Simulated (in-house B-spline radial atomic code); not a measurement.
RPA and G0W0 for Cl5+, [Ne] 3s2, as one setting changes: the highest l of the empty states. Start: r2SCAN. A dash marks a level of low quasi-particle weight. Computed with a B-spline radial code for spherical atoms: all electrons, non-relativistic, point nucleus, each spin shell either full or empty, empty states to the listed l with an (l + 1/2)⁻⁴ tail; G0W0 by contour deformation at full frequency.

| highest l of the empty states | RPA summed (Eh) | RPA extrapolated (Eh) | G0W0 level (eV) |
| --- | --- | --- | --- |
| 3 | -0.68492 | -0.75196 | 3s -97.20 |
| 4 | ? | ? | ? |
| 5 | -0.73576 | -0.75577 | 3s -97.19 |
| 6 | -0.74252 | -0.75415 | 3s -97.19 |
| 7 | ? | ? | ? |
| 8 | -0.74818 | -0.75309 | 3s -97.19 |
| 9 | -0.74945 | -0.75288 | 3s -97.19 |
| 10 | -0.75026 | -0.75273 | 3s -97.19 |
| 11 | -0.75081 | -0.75264 | 3s -97.19 |

**Question.** What belongs in the row for 4?

**Answer.** RPA summed (Eh): -0.72139; RPA extrapolated (Eh): -0.7605; G0W0 level (eV): 3s -97.19.

**Question.** What belongs in the row for 7?

**Answer.** RPA summed (Eh): -0.74611; RPA extrapolated (Eh): -0.75345; G0W0 level (eV): 3s -97.19.
